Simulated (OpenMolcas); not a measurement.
**neutral calcium: effect of the active space**

- Program: OpenMolcas
- Method: SS-CASPT2, IPEA 0.25 Eh, imaginary shift 0.1 Eh
- Basis: ANO-RCC-VTZP
- Scalar Hamiltonian: DKH2, point nucleus
- Spin-orbit coupling: RASSI with atomic mean-field integrals over the reference wave functions, term energies averaged over their components

A. 2 electrons in 4 orbitals (4s 4p); 2S+1 = 3 even, 3 roots; 2S+1 = 1 even, 6 roots; 2S+1 = 3 odd, 3 roots; 2S+1 = 1 odd, 3 roots; closed shells correlated: 3s 3p; CASPT2 step of the order of 2.1 core-seconds
B. 2 electrons in 8 orbitals (4s 4p 5s 5p); 2S+1 = 3 even, 3 roots; 2S+1 = 1 even, 7 roots; 2S+1 = 3 odd, 3 roots; 2S+1 = 1 odd, 3 roots; closed shells correlated: 3s 3p; CASPT2 step of the order of 4 core-seconds
C. 2 electrons in 9 orbitals (3d 4s 4p); 2S+1 = 3 even, 18 roots (8 in the spin-orbit step); 2S+1 = 1 even, 12 roots; 2S+1 = 3 odd, 18 roots; 2S+1 = 1 odd, 8 roots; closed shells correlated: 3s 3p; CASPT2 step roughly 20 core-seconds

Energies in cm-1 above 4s2 1S0, the measured ground level; measured values from NIST Handbook of Basic Atomic Spectroscopic Data.

```
      Level      A      B      C  Measured
    4s2 1S0    0.0    0.0    0.0       0.0
4s 4p 3P* 0  14820  14930  14470     15158
4s 4p 3P* 1  14860  14970  14500     15210
4s 4p 3P* 2  14930  15050  14560     15316
4s 4p 1P* 1  27600  27220  23970     23652
```

Deviations, from unrounded energies. A percentage is the sum of absolute deviations over the sum of measured energies, with the sign that they share, or ± where signs differ.

| Against measurement | Levels | A | B | C |
| --- | --- | --- | --- | --- |
| mean absolute deviation (cm-1) | 4 | 1300 | 1100 | 620 |
| other configurations (%) | 4 | ±7.2 | ±6.2 | ±3.6 |

C lies closest to measurement on these levels and A furthest from it. The largest miss of C in the table is 4s 4p 3P* 2, by -760 cm-1. The ranking rests on the paired levels alone, and a cruder setting can come out closer through cancelling errors.

Among A to C the level of the table that moves most is 4s 4p 1P* 1, by 3600 cm-1 (lowest in C, highest in A). Moves below CASPT2's spread within the term are not significant.

Over all roots computed the reference weight is 0.89 to 0.95 in B; the roots of lowest weight are the least certain, and an intruder state may touch them. The run also gave levels led by 4s 5s, which use shells meant for correlation; these and all levels above them are left out (holds for B). Some high roots are left out of the spin-orbit mixing, which shifts the levels that they would mix with (holds for C). Measured partners are found by configuration, term and J. A level has none where our copy of the source lacks it or the pairing is in doubt (some pairs that miss far off the trend of their configuration count as doubtful), and it then counts in no deviation. Only configurations of the active space appear. The table leaves out levels that lie high or whose names do not pair safely across all columns.

* marks odd parity.
